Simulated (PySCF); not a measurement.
Structure elucidation problem

The spectra below were simulated for a compound C$_{3}$H$_{8}$BN.

¹H NMR (400 MHz, computed): δ 6.13 (ddt, J = 18.3, 11.8, 3.7 Hz, 1H), 5.62 (dtd, J = 18.3, 3.3, 1.9 Hz, 1H), 5.52 (dtd, J = 11.8, 3.3, 1.9 Hz, 1H), 4.78 (br, 2H), 4.44 (br s, 1H), 3.86 (q, J = 3.4 Hz, 2H).

¹³C{¹H} NMR (computed): δ 147.1 (CH), 120.2 (CH2), 55.2 (CH2).

Computed data (PySCF 2.14): PBE0-D3(BJ)/def2-SVP structure, shielding tensors at PBE0/pcSseg-1 (GIAO), J: B3LYP/pcJ-1 (spin–dipole term only in couplings to heteroatoms). Non-relativistic Hamiltonian, rapidly exchanging positions averaged, a single conformation, no solvent.

References, each an isolated molecule treated in the same way: ¹H, ¹³C against TMS.

Question: Deduce the structure.

Answer: 
1. 3 carbon signals for 3 carbons: no two carbons are equivalent.
2. Carbon types of the structure: 1 × CH, 2 × CH2, leaving 3 H on heteroatoms.
3. δC 147.1: alkene CH; as expected for a trigonal carbon in a double bond.
4. δC 120.2: terminal =CH2 carbon; as expected for a trigonal carbon in a double bond.
5. δC 55.2: allylic sp3 CH2 bonded to N; deshielded by the electronegative neighbour.
6. δH 6.13: hydrogen on an alkene CH; attached to an sp2 carbon and in the plane of the double bond.
7. δH 5.62, 5.52: hydrogen on a terminal =CH2 carbon; attached to an sp2 carbon and in the plane of the double bond.
8. δH 4.44: hydrogen on a nitrogen bonded to C, B; labile proton, position sensitive to the medium.
9. δH 3.86: hydrogen on an allylic sp3 CH2 bonded to N; its carbon carries N, an electronegative neighbour.
10. The protons at 6.13 and 5.62 share a coupling of 18.3 Hz (vicinal, trans across C=C).
11. The protons at 6.13 and 5.52 share a coupling of 11.8 Hz (vicinal, cis across C=C).
12. The protons at 3.86 and 6.13 share a coupling of 3.7 Hz (vicinal).

Structure: SMILES BNCC=C.

The data come from this structure; uniqueness wasn't tested.

Exchangeable OH/NH protons stand at their gas-phase positions; hydrogen bonding in a real sample shifts them, mostly to higher δ. Hydrogens on boron are broadened and split by ¹¹B (spin 3/2, 80 %) and 10B (spin 3). Multiplet labels drop couplings under 1 Hz and merge nearly equal ones. Unscaled 3J(H,H) at this level run about 10 % above measured values. Shifts are as computed. Against solution values, carbons near 30 ppm lie about +2 ppm off and those near 130 ppm about +5 ppm. Of 1313 compounds with measured shifts, 239 miss one by over three times the rms of a fit or turn the order of signals round; such compounds aren't used in these exercises. Couplings across =CH–CH2 type bonds come from one rotamer and its mirror image, and can be 1–2 Hz further off. Couplings to exchangeable protons are dropped.
